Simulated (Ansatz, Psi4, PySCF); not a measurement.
CH8OSi2 (SMILES CO[SiH2][SiH3]), singlet, geometry from GFN2-xTB, atoms displaced at random by about 0.03 Å a coordinate. Base run: B3LYP/STO-3G, gradient (PySCF).

Here is a job for PySCF.
```python
from pyscf import gto, scf, dft

mol = gto.Mole()
mol.atom = '''
    Si    0.031433   -0.897911   -0.053231
    Si    1.685808    0.629556    0.279768
    O    -1.316065   -0.345858   -0.495786
    C    -2.068893    0.705678   -0.116268
    H     0.184022   -1.955687   -0.981388
    H    -0.331853   -1.668402    1.331506
    H     1.473125    1.620624    1.383420
    H     2.978827    0.006511    0.470282
    H     1.793972    1.497213   -0.952173
    H    -2.578951    0.600811    0.852734
    H    -2.843740    0.924979   -0.851947
    H    -1.391558    1.570897    0.001199
'''
mol.basis = 'sto-3g'
mol.charge = 0
mol.spin = 0
mol.verbose = 4
mol.build()

mf = dft.RKS(mol)
mf.xc = 'b3lyp'
mf.kernel()
g = mf.nuc_grad_method()
grad = g.kernel()
```

Programs used: Ansatz (a first-principles code), Psi4, PySCF; a row that names a program was run with it.

The coordinate followed is z of atom 4.

The base run was repeated with changes; each row names its change, and settings that it needs were set with it.

| change | dE/dx (Eh/bohr) | net force (Eh/bohr) |
|---|---|---|
| base | -0.024046 | 0.000036 |
| grids.level = 5; grid_response = on | -0.024058 | 0.000000 |
| density fitting = on; auxbasis_response = off | -0.023934 | 0.003332 |
| code = psi4 | -0.024055 | 0.000125 |
| conv_tol = 1e-4 | -0.024044 | 0.000036 |
| finite difference step (bohr) = 1e-5; conv_tol = 1e-11 | -0.024039 | - |
| finite difference step (bohr) = 0.2; conv_tol = 1e-11 | -0.020048 | - |
| grid_response = on | -0.024038 | 0.000000 |
| code = ansatz | -0.024059 | 0.000000 |
| conv_tol = 1e-11 | -0.024047 | 0.000036 |
| conv_tol = 1e-6 | -0.024044 | 0.000036 |
| density fitting = on | -0.024041 | 0.000036 |

The net force is zero for an exact gradient.
